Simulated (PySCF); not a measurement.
Species: C₁₀H₁₅ (charge +1).
SMILES with atom numbers: `[CH:1]1=[CH:2][CH2:3][C@@H:4]([CH:5]2[CH2:6][CH2:7][CH2:8][CH2:9]2)[CH+:10]1` (hydrogens: H11 on C1; H12 on C2; H13, H14 on C3; H15 on C4; H16 on C5; H17, H18 on C6; H19, H20 on C7; H21, H22 on C8; H23, H24 on C9; H25 on C10)
Bond orders are those of one Lewis drawing.

Method: PBE0-D3(BJ)/def2-SVP geometry optimisation, gas phase (PySCF); density fitting, grid level 1; the optimiser is geomeTRIC in internal coordinates, started from a GFN2-xTB structure with every atom displaced at random (about 0.01 Å).

Step 2: E = -10587.3146 eV
```
atom  x, y, z in Å  |  force x, y, z in eV/Å
C1      3.1527    0.7545    2.1111    0.021  -0.038   0.011
C2      2.7983   -0.5359    1.7409    0.037   0.040  -0.002
C3      1.7402   -0.5408    0.7304   -0.054   0.005  -0.017
C4      1.3971    0.9320    0.5224   -0.054   0.046   0.048
C5     -0.0827    1.3422    0.8428    0.012  -0.050  -0.077
C6     -1.0619    0.7488   -0.1983    0.013   0.034   0.004
C7     -2.2604    0.2667    0.6173   -0.018  -0.003   0.007
C8     -1.6337   -0.2189    1.9200    0.006   0.003  -0.004
C9     -0.5858    0.8538    2.2214   -0.008   0.026   0.017
C10     2.3566    1.6300    1.3793    0.014  -0.045  -0.023
H11     3.9217    1.0272    2.8348   -0.007   0.011   0.000
H12     3.2584   -1.4457    2.1419    0.003  -0.001   0.002
H13     0.8873   -1.1647    1.0605    0.000   0.011   0.001
H14     2.0935   -1.0545   -0.1866    0.017   0.010   0.011
H15     1.5593    1.2624   -0.5238    0.022  -0.006   0.004
H16    -0.1029    2.4411    0.7941   -0.030   0.005   0.008
H17    -0.5991   -0.1048   -0.7219    0.001  -0.015   0.020
H18    -1.3281    1.4819   -0.9732    0.011  -0.006  -0.010
H19    -2.9449    1.1060    0.8226    0.009   0.006   0.005
H20    -2.8460   -0.5038    0.0954    0.004   0.002   0.001
H21    -2.3567   -0.3466    2.7381   -0.004   0.000  -0.003
H22    -1.1606   -1.2064    1.7658   -0.001   0.004   0.004
H23    -1.0703    1.6984    2.7356    0.021  -0.008   0.012
H24     0.2158    0.5111    2.8967   -0.008  -0.018  -0.019
H25     2.4177    2.7224    1.4416   -0.009  -0.012  -0.001
```

Step 3: E = -10587.3158 eV
```
atom  x, y, z in Å  |  force x, y, z in eV/Å
C1      3.1620    0.7574    2.1116   -0.098  -0.011  -0.085
C2      2.8091   -0.5313    1.7377    0.023  -0.052   0.020
C3      1.7443   -0.5409    0.7322   -0.008   0.016   0.029
C4      1.3954    0.9305    0.5261   -0.032  -0.008   0.080
C5     -0.0847    1.3373    0.8416    0.016  -0.009  -0.029
C6     -1.0632    0.7453   -0.1991    0.005   0.011   0.009
C7     -2.2667    0.2732    0.6160    0.010   0.009   0.004
C8     -1.6431   -0.2159    1.9191   -0.016   0.003   0.010
C9     -0.5880    0.8496    2.2211   -0.025   0.001  -0.019
C10     2.3548    1.6269    1.3835    0.046   0.030  -0.012
H11     3.9317    1.0351    2.8316    0.013   0.006   0.012
H12     3.2754   -1.4399    2.1337    0.005  -0.017  -0.001
H13     0.8955   -1.1696    1.0629    0.002   0.007   0.007
H14     2.1018   -1.0505   -0.1842    0.014  -0.009  -0.025
H15     1.5611    1.2610   -0.5187    0.030   0.010  -0.023
H16    -0.1069    2.4365    0.7938   -0.027  -0.004   0.005
H17    -0.6039   -0.1143   -0.7159    0.001  -0.017   0.014
H18    -1.3223    1.4759   -0.9786    0.007  -0.005  -0.014
H19    -2.9446    1.1183    0.8196    0.008   0.002   0.006
H20    -2.8566   -0.4942    0.0951   -0.005  -0.001  -0.006
H21    -2.3675   -0.3396    2.7371    0.006   0.004  -0.013
H22    -1.1767   -1.2063    1.7646    0.005   0.002   0.002
H23    -1.0640    1.6949    2.7402    0.001   0.020   0.018
H24     0.2115    0.4986    2.8927    0.027  -0.030  -0.001
H25     2.4108    2.7183    1.4451   -0.007   0.040   0.011
```

Step 4: E = -10587.3174 eV
```
atom  x, y, z in Å  |  force x, y, z in eV/Å
C1      3.1680    0.7589    2.1050   -0.005   0.110   0.015
C2      2.8271   -0.5314    1.7315   -0.114   0.010  -0.047
C3      1.7513   -0.5391    0.7349    0.050  -0.010   0.050
C4      1.3932    0.9316    0.5352   -0.011  -0.061   0.057
C5     -0.0880    1.3292    0.8402    0.013   0.054   0.044
C6     -1.0620    0.7349   -0.1998   -0.018  -0.027   0.009
C7     -2.2753    0.2842    0.6142    0.042   0.016  -0.012
C8     -1.6594   -0.2090    1.9192   -0.039   0.002   0.019
C9     -0.5912    0.8431    2.2215   -0.035  -0.029  -0.048
C10     2.3505    1.6308    1.3910    0.032  -0.091  -0.015
H11     3.9389    1.0433    2.8201    0.047  -0.003   0.029
H12     3.3054   -1.4382    2.1176    0.002  -0.005  -0.006
H13     0.9083   -1.1749    1.0648   -0.007  -0.004   0.003
H14     2.1147   -1.0390   -0.1834   -0.013  -0.033  -0.069
H15     1.5671    1.2631   -0.5076    0.020   0.022  -0.058
H16    -0.1179    2.4288    0.7928   -0.019  -0.015  -0.002
H17    -0.6075   -0.1379   -0.6988   -0.001  -0.012   0.006
H18    -1.3068    1.4572   -0.9914    0.001  -0.006  -0.018
H19    -2.9407    1.1406    0.8120    0.001  -0.004   0.007
H20    -2.8728   -0.4784    0.0956   -0.020   0.000  -0.012
H21    -2.3866   -0.3242    2.7363    0.012   0.011  -0.018
H22    -1.2047   -1.2047    1.7660    0.011  -0.001   0.000
H23    -1.0509    1.6903    2.7499   -0.017   0.047   0.021
H24     0.2062    0.4756    2.8850    0.061  -0.036   0.018
H25     2.3988    2.7215    1.4570    0.007   0.066   0.027
```

**Question.** Estimate the geometry and energy of step 5. (The exact step hangs on the optimiser's Hessian estimate; all steps are aligned on step 4, rigid shifts and turns removed.)

**Answer.** E = -10587.3194 eV, largest force 0.092 eV/Å
```
atom  x, y, z in Å  |  force x, y, z in eV/Å
C1      3.1739    0.7633    2.1030   -0.010   0.087   0.013
C2      2.8325   -0.5264    1.7262   -0.043  -0.042  -0.015
C3      1.7537   -0.5377    0.7338    0.077   0.034   0.037
C4      1.3926    0.9327    0.5410   -0.014  -0.014  -0.017
C5     -0.0896    1.3241    0.8411    0.013   0.051   0.048
C6     -1.0590    0.7246   -0.1993   -0.022  -0.022   0.003
C7     -2.2794    0.2909    0.6124    0.038   0.003  -0.017
C8     -1.6707   -0.2045    1.9199   -0.026  -0.005   0.008
C9     -0.5925    0.8374    2.2228   -0.020  -0.018  -0.023
C10     2.3496    1.6343    1.3963    0.006  -0.063  -0.010
H11     3.9489    1.0478    2.8149    0.023  -0.018   0.011
H12     3.3164   -1.4333    2.1053    0.001  -0.001   0.003
H13     0.9135   -1.1769    1.0639   -0.006  -0.005   0.005
H14     2.1173   -1.0329   -0.1886   -0.025  -0.020  -0.031
H15     1.5716    1.2668   -0.5017    0.003   0.016  -0.027
H16    -0.1260    2.4233    0.7933   -0.016  -0.010  -0.008
H17    -0.6075   -0.1580   -0.6838    0.000  -0.004   0.006
H18    -1.2937    1.4388   -1.0015    0.003  -0.008  -0.014
H19    -2.9358    1.1552    0.8055   -0.002  -0.001   0.006
H20    -2.8834   -0.4675    0.0947   -0.018   0.007  -0.006
H21    -2.4001   -0.3122    2.7355    0.003   0.009  -0.007
H22    -1.2239   -1.2040    1.7683    0.007  -0.001   0.003
H23    -1.0411    1.6872    2.7580   -0.004   0.022   0.012
H24     0.2058    0.4573    2.8799    0.030  -0.019   0.005
H25     2.3927    2.7261    1.4681    0.004   0.023   0.013
```

The energy changes by -0.0020 eV. The first-order estimate −F·Δx gives -0.0026 eV and the mean of the old and new forces, exact on a quadratic surface, -0.0019 eV. The step makes an angle of 83° with the force vector and moves no atom by more than 0.025 Å.

What follows is the cost of the whole optimisation. On one thread, Arm Neoverse N1 (aarch64), shared host with 64 logical CPUs at a one-minute load of 57, this took 8.3 min of wall time and 0.94 GiB of memory at its peak.
